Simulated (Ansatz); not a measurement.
C4H9 (SMILES [CH2-]C(C)C), charge -1, singlet, at a GFN2-xTB geometry (a gas-phase anion, which may not be bound at this level); Ansatz (a first-principles code) with CCSD(T)/STO-3G.

Input for Ansatz:
Ansatz 0.2 input:
```yaml
crystal:
  periodic: [false, false, false]
  atoms:
    - {symbol: C, position_ang: [0.00360706, 0.07275878, 0.35852744]}
    - {symbol: H, position_ang: [0.01413019, -0.02455558, 1.49184561]}
    - {symbol: C, position_ang: [0.00197210, 1.48905250, -0.21294948]}
    - {symbol: H, position_ang: [-0.87836911, 2.02265113, 0.26479170]}
    - {symbol: H, position_ang: [0.89409793, 2.01789160, 0.24792523]}
    - {symbol: C, position_ang: [1.24251803, -0.68650164, -0.13018073]}
    - {symbol: H, position_ang: [1.27251834, -0.67330054, -1.21910898]}
    - {symbol: H, position_ang: [2.14853428, -0.20354655, 0.23586489]}
    - {symbol: H, position_ang: [1.24765967, -1.73021109, 0.20964392]}
    - {symbol: C, position_ang: [-1.24843893, -0.67981278, -0.10647724]}
    - {symbol: H, position_ang: [-1.29908454, -0.66639513, -1.19463808]}
    - {symbol: H, position_ang: [-1.25271749, -1.72349693, 0.23343705]}
    - {symbol: H, position_ang: [-2.14471882, -0.19201806, 0.27671870]}
basis:
  gaussian:
    orbitals: STO-3G
total_charge: -1
magnetization: {spin_polarized: false}
correlation: {method: ccsd_t}
```

The log (banner, timings and long lists left out):

```
Functional definition: HF
407 factors; integrals over basis functions are off by at most 3.0e-5 eV
mean field evaluation 1: about -4204.1826 eV, gradient 2.4e1 eV
mean field evaluation 2: about -4204.4753 eV, gradient 2.4e1 eV
mean field evaluation 4: about -4206.5672 eV, gradient 1.6e0 eV
mean field evaluation 8: about -4206.5807 eV, gradient 3.0e-2 eV
mean field evaluation 16: about -4206.3000 eV, gradient 2.6e-1 eV
mean field -4206.58071209 eV, -154.5889898466 hartree, gradient 1.6e-6 eV, S^2 0.000000; 0 other end points of the search recorded, 0 dependent functions left out
4 core orbitals not correlated
reference -4206.58071209 eV, -154.5889898466 hartree; 13, 13 occupied and 12, 12 virtual orbitals, 407 factors
second order -5.35072987 eV of doubles, -0.00000000 eV of singles
cycle   1  -6.57340861 eV  change    -1.2e0 eV  update   7.7e-2
cycle   2  -7.13626014 eV  change   -5.6e-1 eV  update   2.9e-2
cycle   3  -7.16639483 eV  change   -3.0e-2 eV  update   5.4e-3
cycle   4  -7.17189157 eV  change   -5.5e-3 eV  update   1.9e-3
cycle   5  -7.17193611 eV  change   -4.5e-5 eV  update   5.2e-4
cycle   6  -7.17177986 eV  change    1.6e-4 eV  update   1.5e-4
cycle   7  -7.17167316 eV  change    1.1e-4 eV  update   6.3e-5
cycle   8  -7.17166262 eV  change    1.1e-5 eV  update   2.0e-5
perturbative correction -0.04892619 eV, -0.0017980043 hartree
Total energy: -4213.80130090 eV, -154.8543415911 hartree
```
